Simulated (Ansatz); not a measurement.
cyclo-(F2GeSe)2 (Ge₂Se₂F₄). Charge 0, multiplicity 1. Geometry r2SCAN-D4/def2-SVP.

```xyz
8

Ge   -1.4561   -0.1901    0.1038
F    -2.6162   -0.4070   -1.1541
F    -2.4407   -0.2529    1.5186
Se    0.2424   -1.8099    0.0858
Ge    1.4561    0.1900   -0.1044
F     2.6120    0.4067    1.1573
F     2.4453    0.2536   -1.5160
Se   -0.2427    1.8096   -0.0910
```

The 6-31G sets use Cartesian d functions.

Q: Estimate the orbital energies around the gap (eV) in Ansatz with HF/6-31G, PBE-D4/def2-SVP, B97M-V/def2-TZVP, PBE0-D4/def2-TZVP, BHLYP-D4/def2-TZVP.

A: 
| orbital | HF/6-31G | PBE-D4/def2-SVP | B97M-V/def2-TZVP | PBE0-D4/def2-TZVP | BHLYP-D4/def2-TZVP |
| --- | --- | --- | --- | --- | --- |
| HOMO−9 | -18.24 | -10.02 | -10.84 | -12.35 | -14.46 |
| HOMO−8 | -18.21 | -9.93 | -10.82 | -12.33 | -14.45 |
| HOMO−7 | -17.72 | -9.90 | -10.79 | -12.10 | -14.12 |
| HOMO−6 | -17.71 | -9.72 | -10.58 | -12.06 | -14.11 |
| HOMO−5 | -16.29 | -9.67 | -10.55 | -12.03 | -13.64 |
| HOMO−4 | -15.16 | -9.51 | -10.12 | -11.17 | -12.52 |
| HOMO−3 | -13.61 | -8.73 | -9.27 | -10.20 | -11.33 |
| HOMO−2 | -12.49 | -8.13 | -8.53 | -9.34 | -10.33 |
| HOMO−1 | -12.17 | -7.62 | -8.12 | -9.04 | -10.14 |
| HOMO | -11.62 | -6.97 | -7.47 | -8.32 | -9.36 |
| LUMO | -0.47 | -3.64 | -3.44 | -2.95 | -2.06 |
| LUMO+1 | 0.55 | -2.91 | -2.69 | -2.13 | -1.18 |
| LUMO+2 | 2.31 | -0.91 | -0.97 | -0.48 | 0.44 |
| LUMO+3 | 2.89 | -0.87 | -0.78 | -0.29 | 0.60 |
| LUMO+4 | 3.38 | -0.72 | -0.76 | -0.28 | 0.64 |
| LUMO+5 | 3.40 | -0.32 | -0.24 | 0.30 | 1.27 |
